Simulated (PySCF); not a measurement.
barium atom (Ba), singlet (core potentials on Ba). Base run: PBE0/def2-SVPD, TDA (PySCF).

PySCF was given this input:
```python
from pyscf import gto, scf, dft, tdscf

mol = gto.Mole()
mol.atom = '''
    Ba    0.00000000    0.00000000    0.00000000
'''
mol.basis = 'def2-svpd'
mol.ecp = {'Ba': 'def2-svpd'}
mol.verbose = 3
mol.build()

mf = dft.RKS(mol)
mf.xc = 'pbe0'
mf.kernel()
td = mf.TDA()
td.nstates = 5
td.kernel()
td.analyze(verbose=3)
```

Each row names what was changed in the base input (with any setting that the change needs).

```
change                 first excitation (eV)  oscillator strength of the first  second (eV)
---------------------  ---------------------  --------------------------------  -----------
base                                    1.40                             0.000         1.40
functional = lc_wpbe                    1.46                             0.000         1.46
basis = def2-TZVPD                      1.44                             0.000         1.44
nstates = 15                            1.40                             0.000         1.40
functional = pbe                        1.38                             0.000         1.38
functional = hf                         1.72                             0.000         1.72
functional = m062x                      1.84                             0.000         1.84
nstates = 2                             1.40                             0.000         1.40
functional = wb97x                      1.68                             0.000         1.68
conv_tol = 1e-3                         1.40                             0.000         1.40
functional = camb3lyp                   1.53                             0.000         1.53
```

An iterative solver can miss low states, so a row lists the states that it found.
